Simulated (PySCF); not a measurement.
Si(F)(H)2(nPr), SMILES C(CC)[SiH2]F (C3H9FSi) (PBE0/def2-SVP optimised geometry):

```
14

Si     0.151    -1.308     0.000
F     -0.322    -2.060     1.368
C     -0.596     0.410     0.000
C     -0.551     1.159    -1.335
C      0.856     1.455    -1.836
H      1.643    -1.308     0.000
H     -0.354    -2.108    -1.156
H     -1.643     0.282     0.331
H     -0.102     1.001     0.792
H     -1.105     2.108    -1.233
H     -1.097     0.579    -2.099
H      1.428     0.533    -2.034
H      0.834     2.030    -2.774
H      1.429     2.041    -1.099
```

Calculation: PBE0/def2-TZVP in PySCF.

**Question.** What are the frontier orbital energies and the dipole moment?

**Answer.** HOMO-2 -9.74 eV, HOMO-1 -9.25 eV, HOMO -8.50 eV, LUMO 0.23 eV, LUMO+1 1.00 eV; dipole moment 2.06 D.

Meta-Löwdin charges at PBE0/def2-TZVP: Si1 0.94, F2 -0.51, C3 -0.47, C4 -0.18, C5 -0.34, H6 -0.12, H7 -0.12, H8 0.13, H9 0.12, H10 0.11, H11 0.10, H12 0.11, H13 0.12, H14 0.11.
